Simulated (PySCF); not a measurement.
A geometry optimisation, step by step.

WO2(OMe)2, C2H6O4W (singlet state).
Bonds: W1–O2, W1–O3, W1–O4, W1–O9, O4–C5, O9–C10. Hydrogens: H6, H7, H8 on C5; H11, H12, H13 on C10.

Computed by this run: PBE0-D3(BJ)/def2-SVP geometry optimisation, gas phase, def2 core potentials past Kr (PySCF); density fitting, grid level 1; the optimiser is geomeTRIC in internal coordinates, started from a GFN2-xTB structure with every atom displaced at random (about 0.03 Å). 7 of its 10 geometries are shown. The frame can shift and turn from step to step; on so coarse a grid that alone can change the energy by a few meV, and forces under 0.02 eV/Å are noise.

Step 0: E = -12169.6742 eV, largest atomic force 10.612 eV/Å
```
atom  x, y, z in Å  |  force x, y, z in eV/Å
W1      0.676   -0.097    0.459   -9.404   4.894   0.488
O2      0.580   -0.043    2.137    1.014  -0.237   2.731
O3      2.147   -0.165   -0.148    9.281  -0.984  -2.623
O4     -0.083    1.509   -0.216   -0.361  -0.930   0.052
C5     -0.277    2.880   -0.355    3.492   0.429   1.845
H6     -0.360    3.364    0.671    0.032  -0.371  -0.892
H7     -1.126    3.166   -0.911   -1.480  -0.029  -1.105
H8      0.677    3.299   -0.845   -1.301  -0.157   0.452
O9     -0.377   -1.436   -0.117   -1.232  -3.330  -1.067
C10    -0.430   -2.867   -0.145    0.142   1.791  -1.471
H11     0.478   -3.269   -0.591    0.426  -0.216   0.076
H12    -1.263   -3.201   -0.748   -0.578   0.060  -0.527
H13    -0.613   -3.193    0.830   -0.030  -0.919   2.043
```

Step 2: E = -12170.7877 eV, largest atomic force 1.416 eV/Å
```
atom  x, y, z in Å  |  force x, y, z in eV/Å
W1      0.594   -0.032    0.440    1.276  -0.274  -0.548
O2      0.641   -0.015    2.145   -0.067   0.025   0.128
O3      2.238   -0.225   -0.076   -1.280   0.125   0.348
O4     -0.115    1.551   -0.224   -0.074  -0.107  -0.022
C5     -0.243    2.931   -0.335   -0.025   0.132   0.046
H6     -0.335    3.400    0.658   -0.025  -0.018   0.026
H7     -1.148    3.162   -0.921    0.037   0.009   0.011
H8      0.632    3.365   -0.844    0.034  -0.014  -0.051
O9     -0.424   -1.491   -0.141    0.152  -0.013   0.076
C10    -0.441   -2.897   -0.160   -0.115   0.257  -0.057
H11     0.497   -3.288   -0.586    0.021  -0.047   0.038
H12    -1.282   -3.222   -0.793    0.027  -0.036   0.036
H13    -0.584   -3.291    0.859    0.038  -0.038  -0.030
```

Step 3: E = -12170.8086 eV, largest atomic force 0.329 eV/Å
```
atom  x, y, z in Å  |  force x, y, z in eV/Å
W1      0.590   -0.033    0.426   -0.241   0.093   0.203
O2      0.625   -0.008    2.136    0.032  -0.002  -0.052
O3      2.204   -0.226   -0.088    0.287  -0.037  -0.073
O4     -0.124    1.549   -0.236   -0.108   0.011  -0.076
C5     -0.240    2.934   -0.329    0.082   0.050   0.036
H6     -0.331    3.389    0.672   -0.003  -0.010  -0.009
H7     -1.139    3.184   -0.914    0.000  -0.007  -0.002
H8      0.642    3.361   -0.836   -0.021   0.000   0.009
O9     -0.419   -1.493   -0.147   -0.014  -0.156  -0.030
C10    -0.435   -2.894   -0.160   -0.020   0.081  -0.013
H11     0.504   -3.293   -0.575    0.008  -0.013   0.000
H12    -1.273   -3.234   -0.787   -0.005   0.002  -0.003
H13    -0.574   -3.288    0.860    0.004  -0.011   0.012
```

Step 4: E = -12170.8109 eV, largest atomic force 0.103 eV/Å
```
atom  x, y, z in Å  |  force x, y, z in eV/Å
W1      0.586   -0.032    0.423   -0.048   0.054   0.008
O2      0.625   -0.003    2.131    0.009   0.002   0.004
O3      2.204   -0.222   -0.090    0.037  -0.002  -0.009
O4     -0.132    1.551   -0.242   -0.062  -0.070  -0.042
C5     -0.239    2.939   -0.327    0.048   0.021   0.038
H6     -0.330    3.386    0.677   -0.002   0.002   0.001
H7     -1.136    3.195   -0.911    0.002  -0.002   0.000
H8      0.645    3.364   -0.829    0.001   0.001   0.001
O9     -0.418   -1.499   -0.149    0.034  -0.027   0.002
C10    -0.434   -2.899   -0.160   -0.018   0.035  -0.003
H11     0.506   -3.299   -0.573    0.002  -0.004  -0.002
H12    -1.272   -3.240   -0.788   -0.001  -0.004  -0.001
H13    -0.574   -3.293    0.860    0.001  -0.007   0.003
```

Step 6: E = -12170.8163 eV, largest atomic force 0.220 eV/Å
```
atom  x, y, z in Å  |  force x, y, z in eV/Å
W1      0.558   -0.022    0.391    0.193  -0.042  -0.097
O2      0.609    0.037    2.098   -0.021   0.003   0.015
O3      2.183   -0.176   -0.124   -0.192   0.031   0.049
O4     -0.191    1.546   -0.287   -0.023  -0.058  -0.001
C5     -0.233    2.942   -0.302    0.002  -0.028   0.005
H6     -0.323    3.342    0.721    0.002   0.010   0.009
H7     -1.108    3.266   -0.887   -0.001   0.004   0.002
H8      0.676    3.352   -0.771    0.018   0.005   0.002
O9     -0.409   -1.522   -0.161    0.030   0.154   0.019
C10    -0.424   -2.918   -0.161    0.008  -0.129   0.019
H11     0.518   -3.324   -0.565   -0.013   0.022  -0.007
H12    -1.258   -3.267   -0.790    0.003   0.006   0.001
H13    -0.567   -3.308    0.861   -0.006   0.022  -0.015
```

Step 8: E = -12170.8187 eV, largest atomic force 0.038 eV/Å
```
atom  x, y, z in Å  |  force x, y, z in eV/Å
W1      0.545   -0.015    0.371    0.036  -0.002  -0.006
O2      0.595    0.063    2.078   -0.005  -0.003  -0.007
O3      2.169   -0.134   -0.146   -0.022   0.003   0.008
O4     -0.234    1.536   -0.316   -0.012  -0.003   0.018
C5     -0.229    2.934   -0.280    0.006  -0.007  -0.010
H6     -0.317    3.301    0.756   -0.001   0.000   0.001
H7     -1.086    3.308   -0.862    0.000   0.001   0.000
H8      0.699    3.330   -0.723    0.002   0.001   0.002
O9     -0.400   -1.529   -0.172   -0.007   0.031  -0.007
C10    -0.419   -2.927   -0.168    0.005  -0.037   0.006
H11     0.523   -3.333   -0.573   -0.003   0.006  -0.002
H12    -1.253   -3.275   -0.797    0.000   0.004   0.000
H13    -0.563   -3.312    0.855    0.000   0.006  -0.005
```

Step 9: E = -12170.8188 eV, largest atomic force 0.021 eV/Å
```
atom  x, y, z in Å  |  force x, y, z in eV/Å
W1      0.546   -0.016    0.373   -0.007   0.003   0.003
O2      0.594    0.059    2.080    0.001  -0.003  -0.001
O3      2.170   -0.133   -0.144    0.016  -0.002  -0.002
O4     -0.234    1.535   -0.312   -0.014   0.003   0.015
C5     -0.229    2.933   -0.277    0.009   0.001  -0.008
H6     -0.315    3.301    0.759   -0.002  -0.001   0.000
H7     -1.086    3.307   -0.858    0.001   0.000   0.000
H8      0.699    3.329   -0.721   -0.001   0.000   0.002
O9     -0.401   -1.527   -0.174   -0.006  -0.005  -0.010
C10    -0.419   -2.926   -0.173    0.002   0.005   0.002
H11     0.522   -3.330   -0.581    0.001  -0.001  -0.001
H12    -1.255   -3.272   -0.800   -0.001   0.001  -0.001
H13    -0.561   -3.312    0.850    0.001  -0.002   0.000
```

Problem. Summarise the path.

Solution. The energy falls by 26.40 kcal/mol from step 0 to step 9; nine tenths of that is first reached at step 2. It falls at every step. The largest force goes from 10.612 to 0.021 eV/Å. Among the bonds W1–O3 changes most, from 1.593 to 1.709 Å; the atoms move by 0.117 Å rms after alignment.

Problem. Follow the three bonds and two angles with the largest change from start to end.

Solution. 
| step | E above end (kcal/mol) | largest force (eV/Å) | W1–O3 (Å) | W1–O9 (Å) | C10–H13 (Å) | W1–O4–C5 (°) | O2–W1–O3 (°) |
| --- | --- | --- | --- | --- | --- | --- | --- |
| 0 | 26.40 | 10.612 | 1.593 | 1.798 | 1.045 | 157.5 | 115.8 |
| 1 | 6.67 | 4.590 | 1.781 | 1.916 | 1.100 | 155.9 | 103.0 |
| 2 | 0.72 | 1.416 | 1.734 | 1.872 | 1.102 | 155.5 | 105.8 |
| 3 | 0.24 | 0.329 | 1.704 | 1.864 | 1.102 | 154.5 | 106.5 |
| 4 | 0.18 | 0.103 | 1.709 | 1.867 | 1.102 | 153.9 | 106.3 |
| 5 | 0.13 | 0.152 | 1.711 | 1.868 | 1.103 | 152.4 | 106.1 |
| 6 | 0.06 | 0.220 | 1.712 | 1.869 | 1.103 | 148.9 | 106.0 |
| 7 | 0.02 | 0.194 | 1.711 | 1.867 | 1.103 | 146.0 | 106.0 |
| 8 | 0.00 | 0.038 | 1.709 | 1.866 | 1.103 | 145.1 | 106.1 |
| 9 | 0.00 | 0.021 | 1.709 | 1.866 | 1.102 | 145.1 | 106.2 |

The cost below is that of the whole optimisation. The run took 3.3 min wall on an Intel Xeon at 2.70 GHz with one thread (shared host), and the process peaked at 0.56 GiB of memory.
